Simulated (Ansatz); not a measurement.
The same path of Cl + FH3OSi (7 atoms, charge 0, multiplicity 2) was run 3 times with different band settings.

Theory: Ansatz, UKS PBE-D4/6-31G*.

Relaxed end points:

```xyz
7
Properties=species:S:1:pos:R:3
Si -0.008 0.046 0.067
F -0.342 0.782 1.498
H 1.465 -0.050 -0.108
H -0.685 0.927 -0.941
O -0.576 -1.510 0.033
H -1.546 -1.618 0.069
Cl 0.345 -0.594 3.543
```

```xyz
7
Properties=species:S:1:pos:R:3
Si 0.127 0.034 0.041
F 0.801 0.385 1.510
H 1.227 0.112 -0.961
H -0.946 1.054 -0.168
O -0.406 -1.531 0.013
H -1.123 -1.722 0.651
Cl -1.027 -0.348 3.076
```

Common settings: spring 5.0 eV/Å²; optimiser quadratic models (default); start path through a guess of the saddle point; force threshold 0.03 eV/Å; iteration limit 60; end points relaxed.

| run | movable images | climbing image |
| --- | --- | --- |
| 1 | 9 | yes |
| 2 | 2 | no |
| 3 | 3 | no |

(1) What does each run give, and how far can it be trusted?

## Answers

(1) Run 1: converged after 15 iterations, highest image 0.001 eV above the first end. The top lies less than 8 meV above the higher end, about what the thresholds resolve: that end is a shoulder or a very shallow well. A vibrational analysis at the climbing image gives no mode beyond 40i cm⁻¹: the surface is too flat there to confirm a saddle point.
Run 2: converged after 10 iterations, highest image 0.000 eV above the first end. The highest image is an end point: on this band no image between the ends rises above it. So few images can step over the top or miss a turn of the path.
Run 3: converged after 16 iterations, highest image 0.000 eV above the first end. The highest image is an end point: on this band no image between the ends rises above it. So few images can step over the top or miss a turn of the path.
